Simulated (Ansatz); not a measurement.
`C[O][Mo]([F])(=[S])([Cl])[Cl]`. Charge 0, multiplicity 1. Mo takes the def2 core potential.

| atom | x (Å) | y (Å) | z (Å) |
| --- | --- | --- | --- |
| C1 | 1.476 | 0.769 | 0.478 |
| O2 | 0.781 | -0.276 | -0.140 |
| Mo3 | -0.983 | -0.715 | -0.360 |
| F4 | -0.926 | -1.457 | 1.345 |
| S5 | -0.970 | -2.255 | -1.740 |
| Cl6 | -3.203 | -0.424 | 0.090 |
| Cl7 | -1.145 | 1.236 | -1.569 |
| H8 | 1.213 | 1.711 | -0.019 |
| H9 | 1.211 | 0.830 | 1.539 |
| H10 | 2.546 | 0.582 | 0.376 |

(1) What are the harmonic wavenumbers in cm⁻¹ at PBE0-D4/def2-TZVP (Ansatz, finite differences of forces, unscaled)? (Best estimate.)

(2) Is this a minimum?

(3) Give the ideal-gas thermochemistry at 298.15 K and 1 bar (rigid rotor, harmonic oscillator; point group C1, symmetry number 1).

Answers

(1) Ansatz gave: 37, 73, 120, 138, 166, 187, 197, 242, 283, 344, 364, 404, 605, 618, 659, 1120, 1150, 1179, 1446, 1469, 1483, 3019, 3097, 3133.

(2) Yes, all 24 modes are real.

(3) Zero-point energy 128.8 kJ/mol; H(298) − E = 157.8 kJ/mol; entropy 430.4 J/(mol·K), of which translation 177.7, rotation 126.1, vibration 126.6; G(298) − E = 29.4 kJ/mol. Modes under 100 cm⁻¹ are hindered rotations or soft bends, so the harmonic entropy is rough.
